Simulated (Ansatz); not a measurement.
What each rung costs, and what it gives

Saddle point of InSiH5Cl2, closed shell (InCl + SiH₄ + HCl → SiH₃Cl ([SiH3][Cl]) + InCl + H₂; bonds formed: In1–Cl3, H2–H5, Cl4–Si6; bonds broken: In1–Cl4, H2–Cl3, H5–Si6), PBE0-D4/def2-TZVP structure:

```
atom    x (Å)    y (Å)    z (Å)
 In1  -1.2605  -1.6109  -2.4898
  H2  -1.1481   0.3863  -0.0075
 Cl3  -2.0606   0.6892  -1.3921
 Cl4   0.5341  -1.7647  -0.4204
  H5  -0.7773   0.1510   0.7747
 Si6   0.8962   0.2881   0.7673
  H7   1.2094   1.0671  -0.4450
  H8   2.0200  -0.4786   1.3573
  H9   0.5869   1.2726   1.8556
```

Barriers are electronic and count from the start structure reached by relaxing down the imaginary mode.

Ansatz 0.2.0; basis: as named in each row; cores frozen in the correlated methods. Filled d shells of the heavier atoms are correlated. Core potentials replace the inner electrons of the atoms past krypton. The def2 sets are not built for correlating such inner shells, so the correlated values are less sure here. B3LYP uses VWN-RPA correlation. Extrapolation: Hartree–Fock as exp(−7.88 √X), correlation as X^−2.97.

Times are rough, for one single point on 8 threads of a shared host (Arm Neoverse V1).

The estimate by CCSD(T) at an estimated basis limit (MP2 extrapolated from triple and quadruple zeta, plus CCSD(T) − MP2 in triple zeta) is 119.1 kJ/mol.

```tsv
method	basis	time (s)	barrier (kJ/mol)	method less estimate
SPW92	def2-SVP	under 1	74.7	-44.4
PBE-D4	def2-SVP	under 1	94.2	-24.9
PBE0-D4	def2-SVP	under 1	108.0	-11.1
SPW92	def2-TZVPP	1	65.8	-53.3
PBE-D4	def2-TZVPP	1	85.2	-33.9
BLYP-D4	def2-TZVPP	2	99.0	-20.1
B3LYP-D4	def2-TZVPP	2	109.7	-9.4
BHLYP-D4	def2-TZVPP	2	127.7	8.6
PBE0-D4	def2-TZVPP	2	99.7	-19.4
CAM-B3LYP-D4	def2-TZVPP	2	118.9	-0.2
CCSD(T)	def2-SVP	3	148.4	29.3
r2SCAN-D4	def2-TZVPP	3	92.5	-26.6
r2SCAN0-D4	def2-TZVPP	4	103.6	-15.5
wB97M-V	def2-SVP	4	122.0	2.9
RPA on PBE	def2-TZVPP	4	128.1	9.0
B2PLYP	def2-TZVPP	4	116.2	-2.9
PBE-QIDH	def2-TZVPP	4	113.2	-5.9
wB97X-V	def2-TZVPP	6	119.3	0.2
B97M-V	def2-TZVPP	6	105.8	-13.3
wB97M-V	def2-TZVPP	6	115.3	-3.8
MP2	def2-QZVPP	12	115.7	-3.4
CCSD(T)	def2-TZVPP	100	127.5	8.4
```

All methods are single points on the PBE0-D4 structures.

T1 diagnostic: at most 0.014.

Labels in which every atom is bracketed show which atoms are joined, not bond orders.
